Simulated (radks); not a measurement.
The tin anion Sn4-, [Xe], held by a Watson sphere: a shell of charge +4 at radius R that stands for the Madelung well of a crystal (potential energy -4/R inside, -4/r outside, in hartree with lengths in bohr). All-electron calculation, scalar-relativistic Kohn-Sham, PBEsol, spin-polarised, spherical densities, finite nucleus; Fermi nuclear charge, rms radius of each element as measured or else 0.836 A^(1/3) + 0.57 fm. Program: a radial shooting solver on a logarithmic mesh with Libxc functionals. Response by self-consistent Sternheimer equations with the Hartree and adiabatic LDA kernel, the relativistic mass of each level held fixed and spin-orbit coupling left out. The sphere does not respond.

R (bohr)	e(4d) (eV)	e(5s) (eV)	e(5p) (eV)	<r> 5p (bohr)	sum of <r^2> (bohr^2)	X-ray form factor at sin(theta)/lambda = 0.1 1/angstrom	alpha (bohr^3)
2.63	-26.210	-13.761	-6.816	2.918	95.22	48.388	56.25
2.82	-25.493	-13.105	-6.511	3.017	99.78	48.215	63.91
3.46	-24.092	-11.282	-5.505	3.362	116.6	47.657	99.71
4.41	-23.329	-9.535	-4.286	3.895	145.4	46.972	191.3
4.94	-23.158	-8.938	-3.771	4.201	163.6	46.682	270.1
5.32	-23.090	-8.634	-3.466	4.423	177.6	46.514	341.6
5.49	-23.069	-8.526	-3.345	4.523	184.2	46.450	378.1
5.8	-23.045	-8.365	-3.145	4.705	196.6	46.351	451.8
5.96	-23.038	-8.298	-3.052	4.799	203.3	46.307	493.7
